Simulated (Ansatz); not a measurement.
Geometry optimisation, RKS revPBE/def2-SVP in Ansatz 0.2.0.

Input:

```yaml
crystal:
  periodic: [false, false, false]
  atoms:
    - { symbol: Ga, position_ang: [-1.68757, 0.37393, -0.121181] }
    - { symbol: "N", position_ang: [0.246975, -1.58247, 1.543249] }
    - { symbol: H, position_ang: [-2.058063, -0.384494, -1.45464] }
    - { symbol: H, position_ang: [-2.530697, 0.785398, 1.137498] }
    - { symbol: H, position_ang: [0.656713, -0.69272, 1.2299] }
    - { symbol: O, position_ang: [0.047532, 1.06376, -0.080041] }
    - { symbol: C, position_ang: [0.849844, 1.083287, -1.248604] }
    - { symbol: H, position_ang: [0.849674, -2.332235, 1.179576] }
    - { symbol: H, position_ang: [0.335849, -1.606062, 2.567279] }
    - { symbol: H, position_ang: [1.914731, 1.248298, -0.965383] }
    - { symbol: H, position_ang: [0.804853, 0.134505, -1.839747] }
    - { symbol: H, position_ang: [0.57026, 1.908905, -1.947906] }
basis:
  gaussian: { orbitals: def2-SVP }
hamiltonian:
  xc: revpbe
relax:
  f_tol: 0.03
  max_steps: 50
```

Run as:

```bash
$ ansatz run input.yaml --threads 2 --pin off --max-ram 3072MiB --backend cpu --events-out ev --progress --plain --runs-dir out
```

Task: Where does it end, and by what steps?

Result: It converged. The force dipped under the threshold on the way, but the program's further checks kept it going. After 18 steps the energy has fallen by 0.598 eV; H3 moved furthest, 0.92 Å. Joined: Ga1–N2.

```csv
step,energy less start (eV),largest force component (eV/Å),accepted
0,0.0000,0.674,yes
1,-0.1631,0.522,yes
2,-0.3771,0.319,yes
3,-0.5053,0.567,yes
4,-0.5228,0.901,yes
5,-0.5748,0.304,yes
6,-0.5877,0.113,yes
7,-0.5879,0.156,yes
8,-0.5910,0.041,yes
9,-0.5921,0.061,yes
10,-0.5934,0.085,yes
11,-0.5944,0.153,yes
12,-0.5955,0.100,yes
13,-0.5967,0.035,yes
14,-0.5975,0.023,yes
15,-0.5975,0.079,yes
16,-0.5979,0.039,yes
17,-0.5979,0.042,yes
18,-0.5982,0.006,yes
```

```xyz
12
Properties=species:S:1:pos:R:3
Ga -1.177 -0.101 0.122
N -0.061 -1.345 1.507
H -1.599 -1.081 -1.062
H -2.181 0.643 1.102
H 0.849 -0.871 1.381
O 0.449 0.791 -0.147
C 0.887 1.283 -1.388
H 0.053 -2.334 1.251
H -0.325 -1.296 2.500
H 1.986 1.479 -1.351
H 0.714 0.578 -2.243
H 0.404 2.254 -1.672
```

Whether the end is a true minimum wasn't checked by a vibrational analysis.

The run took 46 s on 2 threads of Arm Neoverse V1, on a shared host, peak memory 0.16 GiB.
